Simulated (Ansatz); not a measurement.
Two isomers of CH7BSSi: A = `BC[SiH2]S`, B = `CB[SiH2]S`.

Isolated molecules relaxed with PBE0-D4/def2-TZVP in Ansatz; ΔE leaves out vibrations. CBS: MP2 limit from def2 TZ/QZ plus the TZ coupled-cluster correction, frozen cores. Functionals use def2-TZVPP. B3LYP here is the variant with VWN-RPA as its local correlation; programs differ in this. One conformer a species, not always the lowest.

A:

Z-matrix (Å, degrees):
```
C
Si 1 1.889
B 1 1.535 2 108.0
H 1 1.095 2 103.9 3 -121.6
H 1 1.094 2 104.3 3 122.7
S 2 2.139 1 111.6 3 -173.6
H 2 1.483 1 111.5 3 -58.0
H 2 1.484 1 109.7 3 63.8
H 3 1.197 1 120.6 2 90.2
H 3 1.198 1 120.7 2 -86.1
H 6 1.344 2 94.8 1 -64.3
```

B:

Z-matrix (Å, degrees):
```
C
B 1 1.547
H 1 1.092 2 114.7
H 1 1.106 2 102.9 3 -113.9
H 1 1.091 2 116.2 3 130.8
Si 2 2.016 1 124.3 3 -153.4
H 2 1.201 1 119.2 3 30.3
S 6 2.149 2 108.6 1 1.6
H 6 1.492 2 110.1 1 122.4
H 6 1.492 2 111.0 1 -119.7
H 8 1.343 6 95.9 2 179.7
```

Task: Which isomer does CCSD(T)/CBS put lower? Give the gap. (An estimate is asked.)

Result: Computed: A, by 7.5 kcal/mol.

Task: Give E(B) − E(A) in kcal/mol with B3LYP, B2PLYP, ωB97M-V, CCSD(T)/def2-SVP, PBE0-D4, MP2/def2-TZVPP, BLYP-D4. (Estimate.)

Result: The calculation gave: B3LYP 6.4, B2PLYP 7.5, ωB97M-V 8.0, CCSD(T)/def2-SVP 5.9, PBE0-D4 5.9, MP2/def2-TZVPP 9.3, BLYP-D4 6.1. None reverses the order clearly.

Task: Does the order hold for the free energy at 298.15 K (harmonic terms from PBE0-D4)? (Estimate.)

Result: The calculation gave: Yes: G(B) − G(A) = +7.2 kcal/mol, for one conformer each. Modes under 60 cm⁻¹, often nearly free rotors, make the harmonic entropy too high.

Largest T1 diagnostic: 0.011.

At CCSD(T), def2-SVP lies −1.5 kcal/mol from the extrapolated value and def2-TZVPP +0.1 kcal/mol. From BLYP to BHLYP (50 % exact exchange), in def2-TZVPP and without D4, E(B) − E(A) moves by +1.3 kcal/mol.
